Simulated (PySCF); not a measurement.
Te (tellurium, neutral) across methods

[Kr] 4d10 5s2 5p3 5d1, high-spin 5D determinant (an excited configuration). All numbers are calculated (PySCF 2.14, the spin-free X2C one-electron Hamiltonian (Gaussian nucleus), in aug-cc-pVQZ-DK3 (9s8p6d3f2g, 102 functions)).

```tsv
method	E (hartree)	mean ε 5s β (eV)	mean ε 5p α (eV)	mean ε 5d α (eV)	Σ⟨r²⟩ (bohr²)	⟨S²⟩
PBE	-6792.79	-16.201	-8.884	-0.064	75.66	6.001
UHF	-6790.36330	-18.697	-13.242	-1.604	75.72	6.002
r2SCAN	-6793.21	-16.151	-9.345	-0.032	75.33	6.001
LDA	-6786.83	-16.681	-8.972	-0.008	75.49	6.001
```

Estimate the same row for PBE0.

E (hartree) = -6792.86; mean ε 5s β (eV) = -17.149; mean ε 5p α (eV) = -10.141; mean ε 5d α (eV) = -0.512; Σ⟨r²⟩ (bohr²) = 75.27; ⟨S²⟩ = 6.001.

The outer electron is Rydberg-like, and this basis confines it to a smaller radius and binds it less than a complete one would.
